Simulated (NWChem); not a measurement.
Species: HfI3 cation; SMILES [I][Hf+]([I])[I]

All runs: NWChem. Medium grid unless said otherwise, to which SCAN and Minnesota functionals are sensitive. Coordinates come from a PBE0/def2-SVP optimisation. Not confirmed as a minimum by frequencies. This spin state was assumed; another may lie lower. def2 effective core potentials on I, Hf; no spin-orbit coupling.

Question: Among these, which level gives the highest value of “orbital gap (eV)”?
A. LRC-wPBEh/def2-SVP
B. PBE/def2-SVP
C. r2SCAN0/def2-SVP
D. PW6B95/def2-SVP

Answer: A, LRC-wPBEh/def2-SVP. Values: PBE/def2-SVP 1.82; PW6B95/def2-SVP 3.71; r2SCAN0/def2-SVP 3.92; LRC-wPBEh/def2-SVP 7.00
